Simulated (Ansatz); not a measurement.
Mulliken charges of CH4BNO (`OB1CN1`) from B3LYP/def2-TZVPP in Ansatz (PBE0-D4/def2-TZVP geometry).

```csv
atom,x (Å),y (Å),z (Å),charge (e)
O1,-1.272,0.907,-1.145,-0.276
B2,-0.385,0.179,-0.435,0.160
C3,0.776,-0.031,0.559,-0.225
N4,-0.043,-1.093,-0.096,-0.223
H5,-1.085,1.847,-1.119,0.208
H6,1.831,-0.024,0.290,0.100
H7,0.606,0.140,1.624,0.095
H8,-0.335,-1.982,0.266,0.161
```

Task: By hand: the dipole of these point charges (1 e Å = 4.8032 D).

Result: Σ q r = (0.086, 0.105, 0.135) e Å, of length 0.191 e Å = 0.92 D.

Task: How does the dipole of the full density compare? (Estimate.)

Result: The calculation gave: (0.024, 0.162, 0.179) e Å, 1.17 D; the point charges give 0.79 times that, at 21° from its direction.

Point charges leave out the atoms' own dipoles, such as those of lone pairs, and Mulliken's split depends on the basis, so the two needn't agree.

B3LYP here is the variant with VWN-RPA as its local correlation; programs differ in this.
